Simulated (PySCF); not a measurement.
H₆OSi₂, SMILES O[SiH2][SiH3], PBE0/def2-SVP optimised geometry.

```
9

O      1.80    -1.10     0.00
Si     0.13    -1.10     0.00
Si    -0.73     1.09     0.00
H      2.23    -0.64    -0.72
H     -0.43    -1.84    -1.18
H     -0.28    -1.82     1.24
H     -2.23     1.07    -0.04
H     -0.24     1.83    -1.21
H     -0.29     1.84     1.22
```

Density from PBE0/def2-TZVP in PySCF at that geometry.

Minimum of the electron density along straight lines between bonded atoms, close to the bond critical point (lines longer than 1.1 times the sum of covalent radii, or with two minima, are not listed):

```json
[
 {"bond": "O1–Si2", "length / Å": "1.673", "ρ at the minimum / e bohr⁻³": "0.131", "∇²ρ there / e bohr⁻⁵": "0.73", "position (fraction from the first atom)": "0.59"},
 {"bond": "Si2–Si3", "length / Å": "2.353", "ρ at the minimum / e bohr⁻³": "(withheld)", "∇²ρ there / e bohr⁻⁵": "(withheld)", "position (fraction from the first atom)": "0.49"},
 {"bond": "O1–H4", "length / Å": "0.962", "ρ at the minimum / e bohr⁻³": "0.356", "∇²ρ there / e bohr⁻⁵": "(withheld)", "position (fraction from the first atom)": "0.81"},
 {"bond": "Si2–H5", "length / Å": "1.500", "ρ at the minimum / e bohr⁻³": "0.119", "∇²ρ there / e bohr⁻⁵": "0.13", "position (fraction from the first atom)": "0.49"},
 {"bond": "Si2–H6", "length / Å": "1.490", "ρ at the minimum / e bohr⁻³": "0.122", "∇²ρ there / e bohr⁻⁵": "0.15", "position (fraction from the first atom)": "0.49"},
 {"bond": "Si3–H7", "length / Å": "1.497", "ρ at the minimum / e bohr⁻³": "0.117", "∇²ρ there / e bohr⁻⁵": "0.15", "position (fraction from the first atom)": "0.49"},
 {"bond": "Si3–H8", "length / Å": "1.498", "ρ at the minimum / e bohr⁻³": "0.116", "∇²ρ there / e bohr⁻⁵": "0.15", "position (fraction from the first atom)": "0.49"},
 {"bond": "Si3–H9", "length / Å": "1.496", "ρ at the minimum / e bohr⁻³": "0.117", "∇²ρ there / e bohr⁻⁵": "0.15", "position (fraction from the first atom)": "0.49"}
]
```

### Question
Fill in the missing entries.

### Answer

- Si2–Si3, ρ at the minimum / e bohr⁻³: 0.095
- Si2–Si3, ∇²ρ there / e bohr⁻⁵: -0.17
- O1–H4, ∇²ρ there / e bohr⁻⁵: -2.42
